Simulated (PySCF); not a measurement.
## Ca₂ at PBE0

Computed with PBE0; PySCF, spin-free X2C with a Gaussian nucleus, basis sets Ca x2c-TZVPall.

For Ca₂, the state is ³Σu⁺ (triplet), unpaired electrons σ ↑↑, a second solution, started from another occupation, the bond length is 3.860 Å and the harmonic wavenumber is 134 cm⁻¹. The force constant is 0.213 mdyn/Å. The rotational constant Be is 0.05663 cm⁻¹ and the anharmonicity ωexe is 0.416 cm⁻¹. The vibration–rotation constant αe is 0.000233 cm⁻¹, the energy of the minimum from ground-state Ca + Ca is 0.72 eV and the bond order (Mayer) is 0.98.
